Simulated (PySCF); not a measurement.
# How methods differ on the ionisation energy of Se

Se [Ar] 3d10 4s2 4p4 (3P) → Se⁺ [Ar] 3d10 4s2 4p3 (4S), as a difference of total energies. Calculation: PySCF 2.14, in cc-pVDZ-PP with ECP10MDF (4s3p2d, 23 functions); scalar relativity through the core potential. Correlated levels: valence: 3s2 3p6 3d10 frozen. The calculations carry no spin-orbit coupling.

| method | ionisation energy (eV) | error (eV) |
| --- | --- | --- |
| UHF | 8.504 | -1.131 |
| M06-2X | 9.522 | -0.113 |
| PBE0 | 9.557 | -0.078 |
| MP2 (valence) | 8.916 | -0.719 |
| SCS-MP2 (valence) | 8.933 | -0.702 |
| CCSD (valence) | 8.937 | -0.698 |
| CCSD(T) (valence) | 8.943 | -0.692 |

Reference: 9.635 eV (measured; NIST levels, between the centres of gravity of the two terms).

Errors of the correlated levels include the incompleteness of this basis and the frozen core.
